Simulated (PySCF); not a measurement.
**Dipole response of La⁺ (lanthanum, charge +1)**

[Xe] 5d2, high-spin 3F determinant. Calculation: PySCF 2.14, in x2c-TZVPPall with one added diffuse shell each of s, p, d type (12s8p8d3f1g, 106 functions); the spin-free X2C one-electron Hamiltonian (Gaussian nucleus). Coupled (time-dependent) response in atomic units; α is the mean over directions.

```
method  mean α (bohr³)  C₆ (like pair)  S(−4)
  PBE0           48.65           402.0   2308
```

S(−4) is the Cauchy moment in α(ω) = α(0) + S(−4) ω² + …

Spin-orbit coupling is absent.

α(iu) at PBE0:

```
u (hartree)  α(iu) (bohr³)
          0          48.65
     0.0500          43.79
      0.100          35.30
      0.200          23.95
      0.300          18.20
      0.500          12.20
      0.750          8.287
       1.00          6.014
       1.50          3.596
       2.00          2.416
       3.00          1.345
       5.00         0.6233
```

A single London oscillator, α(iu) = α/(1 + u²/ω²), gives C₆ = (3/4) ω α². Matching the computed C₆ needs ω = 4 × 402.0 / (3 × 48.65²) = 0.226 hartree.

For an ion, C₆ is the dispersion term alone; charge-induced terms of lower order in 1/R come first.

Spin-orbit coupling, absent here, splits the open shell strongly.
